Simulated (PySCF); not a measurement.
Mg(Me)(OMe) (C2H6MgO), SMILES C[O][Mg][CH3]. Atoms are numbered in the order given.

```xyz
10

Mg     0.0000     0.0000     0.6278
C      0.0000     0.0000     2.7108
H     -0.1387    -1.0150     3.1199
H     -0.8097     0.6276     3.1199
H      0.9483     0.3874     3.1199
O      0.0000     0.0000    -1.1507
C      0.0000     0.0000    -2.5209
H      0.4215     0.9357    -2.9424
H      0.5996    -0.8329    -2.9424
H     -1.0211    -0.1028    -2.9424
```
Charge 0, spin multiplicity 1.

The structure is a stationary point at PBE0-D3(BJ)/def2-SVP. The values are those of a single conformer.

Computed with PBE0/pcSseg-1 (PySCF).

GIAO shieldings, no solvent; atoms alike by connectivity are averaged. δ = σ(ref) − σ: ¹³C against TMS (σ = 186.3 ppm); ¹H against TMS (σ = 31.56 ppm); ¹⁷O against H2O (σ = 334.2 ppm), references at their B3LYP-D3(BJ)/def2-TZVP geometries, non-relativistic.

Computed chemical shifts:
| nucleus | atoms | count | δ (ppm) |
|---|---|---|---|
| ¹³C | C7 | 1 | 57.9 |
| ¹³C | C2 | 1 | -27.3 |
| ¹H | H8, H9, H10 | 3 | 4.27 |
| ¹H | H3, H4, H5 | 3 | -0.70 |
| ¹⁷O | O6 | 1 | -28.4 |
